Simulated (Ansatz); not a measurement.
Born–Oppenheimer molecular dynamics of BBrF₂H₄Si (9 atoms, charge 0, multiplicity 1). It starts from a rough guess of a transition structure, not a stationary point.

The calculation used UKS PBE/def2-SVP (Ansatz).

```json
{"ensemble": "NVE (velocity Verlet)", "time step": "0.5 fs", "steps asked": "150", "starting velocities drawn for": "1000 K", "seed": "548933"}
```

First frame:

```xyz
9
Properties=species:S:1:pos:R:3
B -0.843 -0.481 -0.424
Br -0.175 -0.766 -2.693
F -1.015 -1.682 0.110
F -1.857 0.375 -0.386
H 0.258 -0.140 -0.841
Si 0.765 0.545 0.829
H 1.962 -0.262 1.025
H -0.119 0.501 1.990
H 1.023 1.910 0.391
```

(1) How far do the bonds stretch over the last three quarters of this one trajectory? (Pairs bonded in most of those frames.)

Results:

(1) 
```csv
bond,mean (Å),spread (Å),shortest,longest
B1–Br2,1.893,0.077,1.78,2.02
B1–F3,1.345,0.053,1.24,1.44
B1–F4,1.331,0.035,1.27,1.38
H5–Si6,1.532,0.108,1.35,1.69
Si6–H7,1.546,0.132,1.34,1.72
Si6–H8,1.512,0.025,1.47,1.55
Si6–H9,1.518,0.047,1.44,1.59
```

Mean temperature of the second half: 1806 K. The conserved energy stayed within 0.5 meV per atom of its start (net change 0.2 meV per atom), so the integration is sound. The kinetic energy rose, since the run started high on the potential surface and went downhill. It ends in pieces (BBrF2 + H4Si), so much of that is their flight and rotation, not heat. A run of 0.075 ps of so small a system gives no equilibrium averages. The orbitals were unrestricted but ended closed-shell.

Run time: 7.8 min on 4 threads of Arm Neoverse N1, on a shared host, peak memory 0.22 GiB.
